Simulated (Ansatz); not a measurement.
Calculated with Ansatz (gas phase, PBE0-D4/def2-TZVP geometries, no zero-point term in ΔE). CBS: MP2 limit from def2 TZ/QZ plus the TZ coupled-cluster correction, frozen cores. This one scheme is used for every species. Functionals use def2-TZVPP. One conformer a species, not always the lowest.

Reaction (hydrogenolysis of the Si–F bond): `F[Si](F)(F)[Si](F)(F)F` + H₂ → `F[SiH](F)[Si](F)(F)F` + H–F

CCSD(T)/CBS gives +32.5 kcal/mol.

Q: Another level gave +32.5 kcal/mol. Which?
A. MP2/def2-TZVPP
B. r2SCANh-D4/def2-TZVPP
C. PBE0-D4/def2-TZVPP
D. HF/def2-TZVPP

A: D. HF/def2-TZVPP 32.5, PBE0-D4 31.2, r2SCANh-D4 34.6, MP2/def2-TZVPP 33.5 kcal/mol.

Q: What do rigid-rotor, harmonic-oscillator terms from PBE0-D4/def2-TZVP frequencies (298.15 K, 1 bar) make of the CCSD(T)/CBS value? (Best estimate.)

A: Ansatz gave: ΔZPE = +2.9 kcal/mol, ΔH = +35.0 kcal/mol, ΔS = 40 J/(mol·K), ΔG = +32.1 kcal/mol. Modes under 50 cm⁻¹ make the entropy rough.

Largest T1 diagnostic among the species: 0.013.

Leaving LDA and LC-ωPBE aside and taking each functional with its dispersion term where it has one, the values, not all of them listed here, spread over 4.0 kcal/mol, from HSE06-D4 to B97M-V. LDA lies +1.3 kcal/mol from PBE without D4. At CCSD(T), def2-SVP lies −3.7 kcal/mol from the extrapolated value and def2-TZVPP +0.1 kcal/mol. The D4 term adds +0.9 kcal/mol with B3LYP and +0.5 kcal/mol with PBE0; it sums over pairs of atoms, weighted by their polarisabilities, and B3LYP, whose exchange is more repulsive, gets the larger term.

B3LYP here is the variant with VWN-RPA as its local correlation; programs differ in this.
